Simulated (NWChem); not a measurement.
System: C3H4F2; SMILES FC1(F)CC1

Input file for NWChem:

```
start job
memory heap 200 mb stack 900 mb global 1100 mb
geometry units angstroms noautoz
  F      0.000000    -1.094890     0.948008
  C      0.000000     0.000000     0.177510
  F      0.000000     1.094890     0.948008
  C     -0.767073     0.000000    -1.080959
  C      0.767073     0.000000    -1.080959
  H     -1.274766     0.925784    -1.362629
  H     -1.274766    -0.925784    -1.362629
  H      1.274766     0.925784    -1.362629
  H      1.274766    -0.925784    -1.362629
end
basis spherical
  * library def2-svp
end
dft
  xc r2scan
  iterations 150
  mulliken
end
task dft energy
```

Parts of the log:

```
             Northwest Computational Chemistry Package (NWChem) 7.3.0
             --------------------------------------------------------

 C2V symmetry detected

                             Geometry "geometry" -> ""
                             -------------------------

 Output coordinates in angstroms (scale by  1.889725989 to convert to a.u.)

  No.       Tag          Charge          X              Y              Z
 ---- ---------------- ---------- -------------- -------------- --------------
    1 F                    9.0000     0.00000000    -1.09489000     0.95532850
    2 C                    6.0000     0.00000000     0.00000000     0.18483050
    3 F                    9.0000     0.00000000     1.09489000     0.95532850
    4 C                    6.0000    -0.76707300     0.00000000    -1.07363850
    5 C                    6.0000     0.76707300     0.00000000    -1.07363850
    6 H                    1.0000    -1.27476600     0.92578400    -1.35530850
    7 H                    1.0000    -1.27476600    -0.92578400    -1.35530850
    8 H                    1.0000     1.27476600     0.92578400    -1.35530850
    9 H                    1.0000     1.27476600    -0.92578400    -1.35530850

 Effective nuclear repulsion energy (a.u.)     184.8386083520

      Symmetry information
      --------------------

 Group name             C2v
 Group number             16
 Group order               4
 No. of unique centers     4

                                 NWChem DFT Module
                                 -----------------

 Summary of "ao basis" -> "ao basis" (spherical)
 ------------------------------------------------------------------------------
       Tag                 Description            Shells   Functions and Types
 ---------------- ------------------------------  ------  ---------------------
 F                          def2-svp                 6       14   3s2p1d
 C                          def2-svp                 6       14   3s2p1d
 H                          def2-svp                 3        5   2s1p

      Symmetry analysis of basis
      --------------------------

        a1         32
        a2         14
        b1         22
        b2         22

            General Information
            -------------------
          SCF calculation type: DFT
          Wavefunction type:  closed shell.
          No. of atoms     :     9
          No. of electrons :    40
           Alpha electrons :    20
            Beta electrons :    20
          Charge           :     0
          Spin multiplicity:     1
          Use of symmetry is: on ; symmetry adaption is: on
          Maximum number of iterations: 150
          AO basis - number of functions:    90
                     number of shells:    42
          Convergence on energy requested:  1.00D-06
          Convergence on density requested:  1.00D-05
          Convergence on gradient requested:  5.00D-04

              XC Information
              --------------
                      r^2SCAN Method XC Functional
               r^2SCAN metaGGA Exchange Functional  1.000
                     r^2SCAN Correlation Potential  1.000

             Grid Information
             ----------------
          Grid used for XC integration:  medium
          Radial quadrature: Mura-Knowles
          Angular quadrature: Lebedev.
          Tag              B.-S. Rad. Rad. Pts. Rad. Cut. Ang. Pts.
          ---              ---------- --------- --------- ---------
          F                   0.50       49           9.0       434
          C                   0.70       49           8.0       434
          H                   0.35       45           9.0       434
          Grid pruning is: on
          Number of quadrature shells:   192
          Spatial weights used:  Erf1

      Superposition of Atomic Density Guess
      -------------------------------------

 Sum of atomic energies:        -313.45657035

      Non-variational initial energy
      ------------------------------

 Total energy =    -316.085282
 1-e energy   =    -798.552841
 2-e energy   =     297.628950
 HOMO         =      -0.299142
 LUMO         =       0.119364

      Symmetry analysis of molecular orbitals - initial
      -------------------------------------------------

  Numbering of irreducible representations:

     1 a1          2 a2          3 b1          4 b2

  Orbital symmetries:

     1 a1          2 b2          3 a1          4 b1          5 a1
     6 a1          7 b2          8 a1          9 b1         10 a1
    11 b2         12 a1         13 b1         14 a2         15 b2
    16 a1         17 b2         18 a2         19 a1         20 b1
    21 b2         22 a1         23 b1         24 b1         25 a1
    26 a2         27 b2         28 a1         29 b1         30 a1

     ---------------------------------------------
      Total Density - Mulliken Population Analysis
     ---------------------------------------------

    Atom       Charge   Shell Charges
 -----------   ------   -------------------------------------------------------
    1 F    9     9.39   1.99  1.14  0.76  3.45  2.04  0.00
    2 C    6     5.11   1.99  0.84  0.21  1.50  0.44  0.12
    3 F    9     9.39   1.99  1.14  0.76  3.45  2.04  0.00
    4 C    6     6.31   1.99  0.96  0.28  2.07  0.99  0.03
    5 C    6     6.31   1.99  0.96  0.28  2.07  0.99  0.03
    6 H    1     0.87   0.66  0.19  0.02
    7 H    1     0.87   0.66  0.19  0.02
    8 H    1     0.87   0.66  0.19  0.02
    9 H    1     0.87   0.66  0.19  0.02

   convergence    iter        energy       DeltaE   RMS-Dens  Diis-err
 ---------------- ----- ----------------- --------- --------- ---------
 d= 0,ls=0.0,diis     1   -315.8779250448 -5.01D+02  1.63D-02  8.92D-01
 d= 0,ls=0.0,diis     2   -315.8095781777  6.83D-02  8.94D-03  1.83D+00
 d= 0,ls=0.0,diis     3   -315.9725592646 -1.63D-01  1.23D-03  2.67D-02
 d= 0,ls=0.0,diis     4   -315.9743088019 -1.75D-03  6.76D-04  4.52D-03
 d= 0,ls=0.0,diis     5   -315.9746848513 -3.76D-04  1.98D-04  3.72D-04
  Resetting Diis
 d= 0,ls=0.0,diis     6   -315.9747346539 -4.98D-05  2.22D-05  2.57D-06
 d= 0,ls=0.0,diis     7   -315.9747349372 -2.83D-07  1.26D-05  4.21D-07
 d= 0,ls=0.0,diis     8   -315.9747349220  1.52D-08  6.42D-06  5.39D-07

         Total DFT energy =     -315.974734921987
      One electron energy =     -801.260748034699
           Coulomb energy =      338.987720183131
    Exchange-Corr. energy =      -38.540315422406
 Nuclear repulsion energy =      184.838608351988

 Numeric. integr. density =       40.000002293876

                  Occupations of the irreducible representations
                  ----------------------------------------------

                     irrep           alpha         beta
                     --------     --------     --------
                     a1                9.0          9.0
                     a2                2.0          2.0
                     b1                4.0          4.0
                     b2                5.0          5.0

                       DFT Final Molecular Orbital Analysis
                       ------------------------------------

 Vector   18  Occ=2.000000D+00  E=-3.491972D-01  Symmetry=a2
              MO Center= -1.5D-14,  6.5D-15, -7.5D-01, r^2= 3.0D+00
   Bfn.  Coefficient  Atom+Function         Bfn.  Coefficient  Atom+Function
  ----- ------------  ---------------      ----- ------------  ---------------
    47      0.280049  4 C  py                61     -0.280049  5 C  py
     4      0.235773  1 F  px                32     -0.235773  3 F  px
    71      0.232292  6 H  s                 76     -0.232292  7 H  s
    81     -0.232292  8 H  s                 86      0.232292  9 H  s
     7     -0.161138  1 F  px                35      0.161138  3 F  px

 Vector   19  Occ=2.000000D+00  E=-3.033460D-01  Symmetry=a1
              MO Center= -1.5D-15, -2.9D-16, -7.8D-01, r^2= 2.0D+00
   Bfn.  Coefficient  Atom+Function         Bfn.  Coefficient  Atom+Function
  ----- ------------  ---------------      ----- ------------  ---------------
    46      0.295273  4 C  px                60     -0.295273  5 C  px
    48     -0.261908  4 C  pz                62     -0.261908  5 C  pz
    17     -0.228000  2 C  s                  6      0.185001  1 F  pz
    34      0.185001  3 F  pz                49      0.178532  4 C  px
    63     -0.178532  5 C  px                20      0.145243  2 C  pz

 Vector   20  Occ=2.000000D+00  E=-2.549259D-01  Symmetry=b1
              MO Center= -1.0D-15,  1.2D-16, -1.3D-01, r^2= 2.2D+00
   Bfn.  Coefficient  Atom+Function         Bfn.  Coefficient  Atom+Function
  ----- ------------  ---------------      ----- ------------  ---------------
    18      0.384093  2 C  px                45     -0.326392  4 C  s
    59      0.326392  5 C  s                  4      0.298162  1 F  px
    32      0.298162  3 F  px                48     -0.295079  4 C  pz
    62      0.295079  5 C  pz                51     -0.218118  4 C  pz
    65      0.218118  5 C  pz                 7     -0.213724  1 F  px

 Vector   21  Occ=0.000000D+00  E= 5.375002D-02  Symmetry=b2
              MO Center=  2.7D-15,  3.2D-16, -9.5D-01, r^2= 4.2D+00
   Bfn.  Coefficient  Atom+Function         Bfn.  Coefficient  Atom+Function
  ----- ------------  ---------------      ----- ------------  ---------------
    72      0.724984  6 H  s                 77     -0.724984  7 H  s
    82      0.724984  8 H  s                 87     -0.724984  9 H  s
    50     -0.454202  4 C  py                64     -0.454202  5 C  py
    22     -0.355795  2 C  py                19     -0.342096  2 C  py
    47     -0.207476  4 C  py                61     -0.207476  5 C  py

 Vector   22  Occ=0.000000D+00  E= 8.064052D-02  Symmetry=a1
              MO Center= -2.0D-14, -6.8D-16, -1.4D+00, r^2= 5.3D+00
   Bfn.  Coefficient  Atom+Function         Bfn.  Coefficient  Atom+Function
  ----- ------------  ---------------      ----- ------------  ---------------
    45      1.354862  4 C  s                 59      1.354862  5 C  s
    72     -0.949690  6 H  s                 77     -0.949690  7 H  s
    82     -0.949690  8 H  s                 87     -0.949690  9 H  s
    49     -0.426029  4 C  px                63      0.426029  5 C  px
    44      0.244848  4 C  s                 58      0.244848  5 C  s

 Vector   23  Occ=0.000000D+00  E= 9.303034D-02  Symmetry=b1
              MO Center=  2.6D-14,  4.5D-15, -1.1D+00, r^2= 3.6D+00
   Bfn.  Coefficient  Atom+Function         Bfn.  Coefficient  Atom+Function
  ----- ------------  ---------------      ----- ------------  ---------------
    45      1.617840  4 C  s                 59     -1.617840  5 C  s
    49      0.632992  4 C  px                63      0.632992  5 C  px
    51     -0.563088  4 C  pz                65      0.563088  5 C  pz
    72     -0.557188  6 H  s                 77     -0.557188  7 H  s
    82      0.557188  8 H  s                 87      0.557188  9 H  s

     ---------------------------------------------
      Total Density - Mulliken Population Analysis
     ---------------------------------------------

    Atom       Charge   Shell Charges
 -----------   ------   -------------------------------------------------------
    1 F    9     9.20   1.99  1.14  0.77  3.35  1.94  0.01
    2 C    6     5.61   1.99  0.92  0.09  1.99  0.47  0.14
    3 F    9     9.20   1.99  1.14  0.77  3.35  1.94  0.01
    4 C    6     6.16   1.99  0.90  0.26  2.13  0.85  0.03
    5 C    6     6.16   1.99  0.90  0.26  2.13  0.85  0.03
    6 H    1     0.92   0.73  0.16  0.03
    7 H    1     0.92   0.73  0.16  0.03
    8 H    1     0.92   0.73  0.16  0.03
    9 H    1     0.92   0.73  0.16  0.03

     -------------------------------------------
      Total Density - Lowdin Population Analysis
     -------------------------------------------

    Atom       Charge   Shell Charges
 -----------   ------   -------------------------------------------------------
    1 F    9     9.08   1.98  1.02  0.73  3.22  2.11  0.01
    2 C    6     5.88   1.96  0.58  0.26  1.81  0.95  0.32
    3 F    9     9.08   1.98  1.02  0.73  3.22  2.11  0.01
    4 C    6     6.07   1.96  0.58  0.31  1.93  1.20  0.09
    5 C    6     6.07   1.96  0.58  0.31  1.93  1.20  0.09
    6 H    1     0.96   0.63  0.26  0.07
    7 H    1     0.96   0.63  0.26  0.07
    8 H    1     0.96   0.63  0.26  0.07
    9 H    1     0.96   0.63  0.26  0.07

     Multipole analysis of the density
     ---------------------------------

     L   x y z        total         alpha         beta         nuclear
     -   - - -        -----         -----         ----         -------
     0   0 0 0      0.000000    -20.000000    -20.000000     40.000000

     1   1 0 0      0.000000      0.000000      0.000000      0.000000
     1   0 1 0      0.000000      0.000000      0.000000      0.000000
     1   0 0 1     -0.759990     -0.379995     -0.379995      0.000000

     2   2 0 0    -19.924261    -34.175598    -34.175598     48.426936
     2   1 1 0     -0.000000     -0.000000     -0.000000      0.000000
     2   1 0 1     -0.000000     -0.000000     -0.000000      0.000000
     2   0 2 0    -21.005385    -55.152456    -55.152456     89.299527
     2   0 1 1      0.000000      0.000000      0.000000      0.000000
     2   0 0 2    -21.615213    -78.323148    -78.323148    135.031083
```

Level: r2SCAN/def2-SVP. Structure relaxed at the PBE0/def2-SVP level.
